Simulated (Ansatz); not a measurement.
Relaxation of the cluster TiO₃H₂ with RKS PBE0-D4/def2-SVP.

```sh
$ ansatz run in.yaml --threads 4 --pin off --events-out ev --progress --plain --max-ram 3916MiB
```

```yaml
crystal:
  periodic: [false, false, false]
  atoms:
    - {symbol: Ti, position_ang: [-0.022710, -0.635280, 0.305860]}
    - {symbol: O, position_ang: [-1.064640, 0.487300, -0.632270]}
    - {symbol: O, position_ang: [-0.122050, 1.306830, 0.089560]}
    - {symbol: O, position_ang: [1.313880, -1.075770, -0.442160]}
    - {symbol: H, position_ang: [-0.538320, -1.735060, 1.320600]}
    - {symbol: H, position_ang: [0.433830, 1.651980, -0.641600]}
basis:
  gaussian: {orbitals: def2-SVP}
hamiltonian: {xc: pbe0, dispersion: d4}
scf: {omitted_lower_state_checks: [starts]}
output: {orbitals: {seedname: orbitals}}
relax: {f_tol: 0.02, max_steps: 100}
```

Hardware: 4 threads of Arm Neoverse V2 on a shared host. Wall time 8 s.

Positions (Å) and forces (eV/Å) at steps 1, 2, 3, 4, 5, 7 of 7:

```xyz
6
step=1 energy=-29267.8194 eV
Ti   -0.023   -0.635    0.306    2.575   -1.276    0.095
O    -1.065    0.487   -0.632   -1.355    1.658   -1.287
O    -0.122    1.307    0.090   -0.267    1.228   -0.638
O     1.314   -1.076   -0.442   -0.167   -0.100   -0.092
H    -0.538   -1.735    1.321   -0.742   -1.461    1.457
H     0.434    1.652   -0.642   -0.044   -0.048    0.465
6
step=2 energy=-29268.1504 eV
Ti    0.012   -0.641    0.294    1.189   -1.053    0.175
O    -1.047    0.510   -0.702   -0.467    0.672   -0.471
O    -0.163    1.347    0.074   -0.074    0.428   -0.312
O     1.313   -1.124   -0.490   -0.465    0.100    0.224
H    -0.554   -1.803    1.428   -0.086   -0.131    0.174
H     0.439    1.712   -0.604   -0.097   -0.016    0.211
6
step=3 energy=-29268.1969 eV
Ti    0.034   -0.659    0.287    0.172   -0.177    0.028
O    -1.030    0.522   -0.746   -0.050    0.131   -0.035
O    -0.188    1.361    0.071    0.024    0.041   -0.114
O     1.303   -1.174   -0.509   -0.101   -0.026    0.096
H    -0.548   -1.807    1.469    0.039    0.040   -0.054
H     0.429    1.757   -0.572   -0.085   -0.009    0.078
6
step=4 energy=-29268.2008 eV
Ti    0.039   -0.662    0.288    0.026    0.026   -0.050
O    -1.025    0.528   -0.755    0.010   -0.006    0.031
O    -0.192    1.366    0.071    0.018   -0.017   -0.029
O     1.297   -1.205   -0.502   -0.019   -0.025    0.032
H    -0.537   -1.805    1.466    0.001    0.015   -0.012
H     0.417    1.779   -0.567   -0.035    0.006    0.028
6
step=5 energy=-29268.2019 eV
Ti    0.047   -0.663    0.285   -0.023    0.052   -0.032
O    -1.020    0.527   -0.757    0.016   -0.032    0.024
O    -0.192    1.366    0.073    0.008   -0.019    0.005
O     1.297   -1.227   -0.501    0.011   -0.018    0.000
H    -0.537   -1.798    1.464   -0.003    0.010   -0.003
H     0.405    1.796   -0.563   -0.009    0.008    0.006
6
step=7 energy=-29268.2024 eV
Ti    0.057   -0.664    0.280   -0.006   -0.001    0.001
O    -1.012    0.521   -0.760    0.002   -0.001    0.002
O    -0.194    1.363    0.077   -0.002    0.001    0.002
O     1.298   -1.249   -0.506    0.004   -0.002   -0.002
H    -0.541   -1.784    1.464    0.001    0.000    0.000
H     0.392    1.812   -0.556    0.002    0.003   -0.003
```

The structure holds one bond between oxygen atoms, so isomers without such links may lie far lower. No other spin state of charge 0 was run. Another isomer (singlet) lies 0.80 eV lower at PBE0-D4/def2-TZVP; other spin states weren't run for this one.
